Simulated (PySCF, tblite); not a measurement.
CH₇NO₂Si.
Cartesian coordinates in Å at the GFN2-xTB level; atoms count from 1:
```
atom  x, y, z in Å
C1     1.9794   -0.4459    0.0300
O2     0.6190   -0.6974    0.2314
Si3   -0.6018    0.3705    0.2268
N4    -2.1175   -0.4448    0.2242
O5    -0.4522    1.2619   -1.1309
H6     2.4810   -1.4047   -0.1081
H7     2.4060    0.0633    0.8979
H8     2.1320    0.1767   -0.8530
H9    -0.5836    1.2291    1.4073
H10   -2.3655   -0.9605   -0.6059
H11   -2.3385   -1.0012    1.0322
H12   -1.1570    1.8523   -1.3778
```

Theory: PBE0/def2-SVPD in PySCF (dipole) on a GFN2-xTB geometry, gas phase.

Take the most abundant isotopes and a rigid rotor. The values belong to one conformer with, in the numbering `[CH3:1][O:2][Si@H:3]([NH2:4])[OH:5]`, C1–O2–Si3–N4 169°, O2–Si3–N4–H -68° and 64°, O2–Si3–O5–H 170°.

Problem. Give the principal moments of inertia and the rotational constants in MHz.

Solution. Ia = 77.14, Ib = 170.34, Ic = 223.41 u·Å²; 505379 MHz·u·Å²/I gives A = 6551, B = 2967, C = 2262 MHz.

Problem. What kind of rotor is it?

Solution. An asymmetric top. Ray's parameter κ = (2B − A − C)/(A − C) = -0.671; −1 is the prolate and +1 the oblate limit.

Problem. Is it planar, by Δ = Ic − Ia − Ib?

Solution. Not planar: Δ = Ic − Ia − Ib = -24.07 u·Å². For a rigid frame Δ = −2 Σ m c², so Σ m c² = 12.04 u·Å² lies off the ab plane: 6.46 from hydrogen and 5.58 from heavier atoms. The atom farthest from that plane is 1.81 Å away.

Problem. Give the other two planar moments, Paa and Pbb, and the rms extents of the mass along the axes.

Solution. Paa = Σ m a² = (Ib + Ic − Ia)/2 = 158.30 and Pbb = Σ m b² = (Ia + Ic − Ib)/2 = 65.10 u·Å². With the mass M = 93.02 u, the rms extents √(P/M) along a, b and c are 1.30, 0.84, 0.36 Å.

Problem. List the rotational levels J(Ka,Kc) to J = 3 (MHz).

Solution. Above 0(0,0):
J = 1: 1(0,1) 5229, 1(1,1) 8813, 1(1,0) 9518
J = 2: 2(0,2) 15593, 2(1,2) 18567, 2(1,1) 20681, 2(2,1) 31434, 2(2,0) 31528
J = 3: 3(0,3) 30914, 3(1,3) 33141, 3(1,2) 37362, 3(2,2) 47121, 3(2,1) 47581, 3(3,1) 66861, 3(3,0) 66868

Problem. Which types of transition are allowed, and where do some lines up to J = 4 fall?

Solution. The dipole components are |μa| = 0.37 D, |μb| = 0.04 D, |μc| = 0.14 D. The squared components, which scale the intensities, stand as 1.00 : 0.01 : 0.15 (a : b : c). Some lines, for components of 0.1 D or more:

| type | branch | J(Ka,Kc) | MHz | lower level (cm⁻¹) |
| --- | --- | --- | --- | --- |
| a | Q | 3(2,1) ← 3(2,2) | 460 | 1.572 |
| a | Q | 1(1,0) ← 1(1,1) | 705 | 0.294 |
| c | Q | 4(1,4) ← 4(0,4) | 1505 | 1.700 |
| a | Q | 2(1,1) ← 2(1,2) | 2114 | 0.619 |
| c | Q | 2(1,2) ← 2(0,2) | 2974 | 0.520 |
| a | R | 1(0,1) ← 0(0,0) | 5229 | 0.000 |
| a | Q | 4(1,3) ← 4(1,4) | 6992 | 1.751 |
| c | R | 1(1,0) ← 0(0,0) | 9518 | 0.000 |
| c | Q | 3(2,2) ← 3(1,2) | 9760 | 1.246 |
| c | Q | 2(2,1) ← 2(1,1) | 10753 | 0.690 |
| a | R | 2(1,1) ← 1(1,0) | 11163 | 0.317 |
| c | Q | 3(3,1) ← 3(2,1) | 19280 | 1.587 |
| a | R | 4(1,4) ← 3(1,3) | 19340 | 1.105 |
| a | R | 4(3,2) ← 3(3,1) | 21083 | 2.230 |
| c | R | 3(2,1) ← 2(1,1) | 26900 | 0.690 |
| c | Q | 4(4,1) ← 4(3,1) | 27354 | 2.935 |
| c | R | 4(1,3) ← 3(0,3) | 28559 | 1.031 |
| c | R | 3(3,0) ← 2(2,0) | 35340 | 1.052 |
| c | R | 4(3,2) ← 3(2,2) | 40822 | 1.572 |
| c | R | 4(4,0) ← 3(3,0) | 48484 | 2.230 |
| c | R | 4(4,1) ← 3(3,1) | 48492 | 2.230 |

Its GFN2-xTB frequencies are all real (lowest 84 cm⁻¹). These are rigid-rotor constants of the computed structure; measured ground-state constants (B0) also hold zero-point vibration. A rigid rotor knows nothing of inversion at nitrogen or internal rotation, which can split or shift real lines. Quadrupole hyperfine structure (14N) is left out.
